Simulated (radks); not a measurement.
Task: Rb I, configuration [Kr] 5s1. All-electron calculation, Dirac Kohn-Sham, PBE, spin-unpolarised, spherical densities, point nucleus. Program: a radial shooting solver on a logarithmic mesh with Libxc functionals. Some entries of the table are withheld. Estimate them.

| orbital | occ. | eigenvalue (Ry) | r(max) (bohr) |
|---|---|---|---|
| 1s1/2 | 2 | -1104.539 | 0.02628 |
| 2s1/2 | 2 | -147.5230 | 0.1497 |
| 2p1/2 | 2 | (1) | (2) |
| 2p3/2 | 4 | (3) | (4) |
| 3s1/2 | 2 | -21.89221 | 0.4511 |
| 3p1/2 | 2 | -16.97563 | 0.4406 |
| 3p3/2 | 4 | -16.30457 | 0.4495 |
| 3d3/2 | 4 | -7.70516 | 0.3917 |
| 3d5/2 | 6 | -7.59124 | 0.3944 |
| 4s1/2 | 2 | -2.34323 | 1.262 |
| 4p1/2 | 2 | -1.21687 | 1.409 |
| 4p3/2 | 4 | -1.15229 | 1.438 |
| 5s1/2 | 1 | -0.16400 | 4.373 |

Result: 
(1) 2p1/2 eigenvalue (Ry): -133.7980
(2) 2p1/2 r(max) (bohr): 0.1173
(3) 2p3/2 eigenvalue (Ry): -129.3305
(4) 2p3/2 r(max) (bohr): 0.1207
